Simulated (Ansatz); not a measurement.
```yaml
crystal:
  periodic: [false, false, false]
  atoms:
    - {symbol: C, position_ang: [4.750535, 0.058009, -3.140066]}
    - {symbol: C, position_ang: [3.734811, 0.011112, -2.027936]}
    - {symbol: C, position_ang: [3.929932, -0.821297, -0.903327]}
    - {symbol: C, position_ang: [3.021294, -0.835367, 0.158528]}
    - {symbol: C, position_ang: [1.881668, -0.018570, 0.086146]}
    - {symbol: S, position_ang: [0.719953, -0.169558, 1.454389]}
    - {symbol: C, position_ang: [-0.428400, -1.440053, 0.722973]}
    - {symbol: C, position_ang: [-1.418729, -1.910552, 1.604369]}
    - {symbol: C, position_ang: [-2.272314, -2.942196, 1.203480]}
    - {symbol: C, position_ang: [-2.142813, -3.545832, -0.067828]}
    - {symbol: C, position_ang: [-3.057003, -4.671293, -0.478677]}
    - {symbol: C, position_ang: [-1.128684, -3.073699, -0.921852]}
    - {symbol: C, position_ang: [-0.269810, -2.029748, -0.538201]}
    - {symbol: C, position_ang: [-0.400595, 1.261081, 1.330293]}
    - {symbol: C, position_ang: [-1.429199, 1.295375, 0.371806]}
    - {symbol: C, position_ang: [-2.288631, 2.400645, 0.333240]}
    - {symbol: C, position_ang: [-2.153207, 3.468027, 1.245246]}
    - {symbol: C, position_ang: [-3.064731, 4.665664, 1.178314]}
    - {symbol: C, position_ang: [-1.124560, 3.390141, 2.206375]}
    - {symbol: C, position_ang: [-0.243129, 2.302801, 2.256630]}
    - {symbol: C, position_ang: [1.651160, 0.814651, -1.013188]}
    - {symbol: C, position_ang: [2.586666, 0.825891, -2.059380]}
    - {symbol: H, position_ang: [4.286466, 0.331495, -4.108843]}
    - {symbol: H, position_ang: [5.533052, 0.818576, -2.925636]}
    - {symbol: H, position_ang: [5.268089, -0.914382, -3.263225]}
    - {symbol: H, position_ang: [4.825620, -1.460056, -0.849700]}
    - {symbol: H, position_ang: [3.204626, -1.450106, 1.051211]}
    - {symbol: H, position_ang: [-1.527368, -1.459221, 2.604092]}
    - {symbol: H, position_ang: [-3.054452, -3.294910, 1.894850]}
    - {symbol: H, position_ang: [-2.912294, -5.561611, 0.169061]}
    - {symbol: H, position_ang: [-4.123531, -4.379032, -0.385518]}
    - {symbol: H, position_ang: [-2.877914, -4.983543, -1.525403]}
    - {symbol: H, position_ang: [-1.004042, -3.530728, -1.916533]}
    - {symbol: H, position_ang: [0.510378, -1.678367, -1.227856]}
    - {symbol: H, position_ang: [-1.572303, 0.464434, -0.332931]}
    - {symbol: H, position_ang: [-3.087393, 2.429610, -0.424644]}
    - {symbol: H, position_ang: [-3.228271, 5.110286, 2.179709]}
    - {symbol: H, position_ang: [-4.050912, 4.408429, 0.744188]}
    - {symbol: H, position_ang: [-2.622217, 5.460377, 0.539106]}
    - {symbol: H, position_ang: [-1.003963, 4.203756, 2.939489]}
    - {symbol: H, position_ang: [0.597956, 2.255791, 2.973243]}
    - {symbol: H, position_ang: [0.763302, 1.460976, -1.055132]}
    - {symbol: H, position_ang: [2.415956, 1.491222, -2.920561]}
    - {symbol: Br, position_ang: [2.804969, 1.241753, 2.839690]}
basis:
  gaussian: {orbitals: def2-mTZVPP, fitting: {mean_field: def2-universal-jkfit}}
total_charge: -1
magnetization: {spin_polarized: true, initial_magnetization: 1}
hamiltonian: {xc: {name: revPBE}}
scf: {omitted_lower_state_checks: [starts]}
output: {forces: true}
```

```sh
$ ansatz run in.yaml --threads 2 --pin off --events-out ev --progress --plain --max-ram 32768MiB --backend cuda --devices 0, --max-vram 18GiB
```

It prints (some lines left out):

```
Functional definition: revPBE
2347 factors; integrals over basis functions are off by at most 2.2e-1 eV
mean field evaluation 1: about -102944.5357 eV, gradient 9.8e1 eV
mean field evaluation 2: about -102707.3473 eV, gradient 2.3e2 eV
mean field evaluation 4: about -102987.4213 eV, gradient 3.1e1 eV
mean field evaluation 8: about -102992.6985 eV, gradient 6.8e0 eV
mean field evaluation 16: about -102993.1416 eV, gradient 5.4e-1 eV
mean field evaluation 32: about -102993.1245 eV, gradient 1.9e-3 eV
mean field -102993.12451236 eV, -3784.9275145822 hartree, gradient 6.8e-6 eV, S^2 0.752744; 0 other end points of the search recorded, 0 dependent functions left out
reference -102993.12461261 eV, -3784.9275182664 hartree; 100, 99 occupied and 467, 468 virtual orbitals, 2347 factors
Total energy: -102993.12461261 eV, -3784.9275182664 hartree
Atom 0 force     0.352108     0.075287    -0.261761 eV/Å
Atom 1 force    -0.119124    -0.203872     0.364694 eV/Å
Atom 2 force     0.406810    -0.028925    -0.385344 eV/Å
Atom 3 force    -0.154179    -0.171304     0.336098 eV/Å
Atom 4 force     0.182596     0.117300    -0.618650 eV/Å
Atom 5 force    -1.405978    -0.394828     0.009474 eV/Å
Atom 6 force     1.135330    -0.045664     0.206141 eV/Å
Atom 7 force    -0.653451    -0.084808     0.518744 eV/Å
Atom 8 force    -0.000217    -0.018190     0.051296 eV/Å
Atom 9 force    -0.289791    -0.104384     0.357207 eV/Å
Atom 10 force    -0.237283    -0.219152     0.001312 eV/Å
Atom 11 force     0.492865     0.279855    -0.491176 eV/Å
Atom 12 force    -0.183085    -0.204662    -0.431997 eV/Å
Atom 13 force     1.118268    -0.081058    -0.044468 eV/Å
Atom 14 force    -0.739293    -0.090056    -0.590748 eV/Å
Atom 15 force    -0.028562    -0.111326    -0.029583 eV/Å
Atom 16 force    -0.418396    -0.079131    -0.335382 eV/Å
Atom 17 force    -0.098048     0.284236    -0.080046 eV/Å
Atom 18 force     0.549103    -0.155312     0.612757 eV/Å
Atom 19 force    -0.238252     0.559767     0.503470 eV/Å
Atom 20 force    -0.185293     0.106861     0.263478 eV/Å
Atom 21 force     0.066235     0.211109    -0.468803 eV/Å
Atom 22 force     0.087189    -0.069554     0.180760 eV/Å
Atom 23 force    -0.137888    -0.154259    -0.084267 eV/Å
Atom 24 force    -0.107469     0.187371     0.004548 eV/Å
Atom 25 force    -0.145751     0.166683    -0.013112 eV/Å
Atom 26 force    -0.089066     0.133866    -0.246829 eV/Å
Atom 27 force     0.025322    -0.098155    -0.267850 eV/Å
Atom 28 force     0.152903     0.069416    -0.118970 eV/Å
Atom 29 force    -0.059138     0.062657    -0.142969 eV/Å
Atom 30 force     0.124580    -0.104914    -0.071222 eV/Å
Atom 31 force    -0.045732     0.050362     0.177805 eV/Å
Atom 32 force     0.017255     0.080000     0.203944 eV/Å
Atom 33 force    -0.208145    -0.102291     0.185618 eV/Å
Atom 34 force     0.043694     0.246769     0.174572 eV/Å
Atom 35 force     0.142863    -0.016818     0.136415 eV/Å
Atom 36 force    -0.027973    -0.054619    -0.159723 eV/Å
Atom 37 force     0.144034     0.067221     0.093982 eV/Å
Atom 38 force    -0.133249    -0.010779     0.097783 eV/Å
Atom 39 force     0.021218    -0.137072    -0.169559 eV/Å
Atom 40 force    -0.353132     0.104408    -0.247829 eV/Å
Atom 41 force     0.250775    -0.158167     0.099314 eV/Å
Atom 42 force     0.022624    -0.176073     0.141973 eV/Å
Atom 43 force     0.722725     0.272206     0.538904 eV/Å
Dipole moment:    -0.724620    -0.550464    -1.190639 e Å
Checks for a lower state left out: starts
```

Run time 12 s (2 threads of AMD EPYC 7R13 on a shared host and a share (18 GiB) of an NVIDIA H100 80GB HBM3).

The highest occupied level of an anion often lies above zero with these methods, and sets without diffuse functions describe the outer electron poorly.

The dipole of an ion depends on the origin.
